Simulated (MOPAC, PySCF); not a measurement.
F$_{3}$Ga, SMILES `[F][Ga]([F])[F]`, neutral singlet in the gas phase. 

Z-matrix (Å, degrees):
```
Ga
F 1 1.7240
F 1 1.7241 2 120.02
F 1 1.7241 2 120.00 3 179.97
```
Charge 0, multiplicity 1.

All levels are single points at this geometry (PBE0-D4/def2-TZVP); Pople sets use spherical d functions. Orbital energies aren't observables, and empty levels follow the basis.

| level | HOMO (eV) | LUMO (eV) | gap (eV) | dipole (D) | vertical IE, Delta-SCF (eV) |
|---|---|---|---|---|---|
| PBE-D3(BJ)/def2-TZVP in PySCF | -9.66 | -3.36 | 6.29 | 0.00 | – |
| PBE0-D4/def2-TZVP in PySCF | -11.77 | -2.34 | 9.42 | 0.00 | 14.36 |
| B3LYP/3-21G in PySCF | -10.03 | -2.15 | 7.87 | 0.00 | – |
| B3LYP/LANL2DZ in PySCF | -11.38 | -2.87 | 8.51 | 0.00 | – |
| BP86/6-31G* in PySCF | -9.29 | -3.30 | 5.99 | 0.00 | – |
| PBE/6-31G* in PySCF | -9.15 | -3.23 | 5.93 | 0.00 | – |
| SVWN5/6-31G* in PySCF | -9.41 | -3.56 | 5.85 | 0.00 | – |
| HF/6-31G* in PySCF | -16.91 | 1.05 | 17.96 | 0.00 | – |
| PM3 in MOPAC | -15.36 | -3.53 | 11.83 | 0.00 | – |
